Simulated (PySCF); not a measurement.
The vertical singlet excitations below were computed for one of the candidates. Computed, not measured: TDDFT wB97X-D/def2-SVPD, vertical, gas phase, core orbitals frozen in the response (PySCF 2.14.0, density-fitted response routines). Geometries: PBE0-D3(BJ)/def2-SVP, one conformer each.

```
state  E (eV)       f   main configurations (H = HOMO, L = LUMO)
   S1    7.97  0.0014        H→L+1 (29%), H→L+2 (26%), H→L (25%)
   S2    8.06  0.0011         H→L (62%), H→L+2 (15%), H→L+1 (8%)
   S3    8.32   0.012  H-1→L+2 (36%), H-1→L+1 (26%), H→L+2 (13%)
   S4    8.42  0.0087                   H→L+1 (40%), H→L+2 (36%)
   S5    8.47   0.023                                H-1→L (85%)
   S6    8.70   0.011                   H→L+3 (60%), H-2→L (12%)
   S7    8.78   0.014  H-2→L (29%), H-1→L+1 (23%), H-1→L+2 (16%)
   S8    8.79  0.0042  H-2→L (34%), H-1→L+2 (23%), H-1→L+1 (22%)
   S9    8.88  0.0044                   H→L+4 (71%), H→L+5 (10%)
  S10    9.03   0.010                              H-2→L+2 (68%)
```

Triplets computed (Tamm–Dancoff): 7.64, 7.96, 8.07, 8.28 eV.

Question: Which candidate is it? All have the formula C6H9F.
A. `C1=C[C@H](F)[C@@H](C1)C`
B. `C[C@@H]1[C@@H](F)C12CC2`
C. `C[C@@H]1[C@H](F)C12CC2`

Answer: B. Its S1, at 7.97 eV, is the highest among the candidates; the nearest of the others has S1 at 7.68 eV. S1 is HOMO→LUMO+1 (29%), HOMO→LUMO+2 (26%), HOMO→LUMO (25%). Löwdin shares by element: HOMO carbon 54% or more, fluorine 13% (atoms not listed hold the other 34%); LUMO carbon 34% or more, hydrogen 17% or more (atoms not listed hold the other 48%). At the same level the other candidates give, for their lowest levels:
- `C[C@@H]1CC=C[C@@H]1F`: 6.94 eV (f 0.205); 7.43 eV (f 0.017); 7.85 eV (f 0.003); 8.21 eV (f 0.048); 8.40 eV (f 0.001); T1 4.37 eV; HOMO -9.25, LUMO 1.82 eV
- `C[C@@H]1[C@H](F)C12CC2`: 7.68 eV (f 0.001); 8.00 eV (f 0.011); 8.34 eV (f 0.006); 8.47 eV (f 0.004); 8.66 eV (f 0.018); T1 7.45 eV; HOMO -9.54, LUMO 2.34 eV
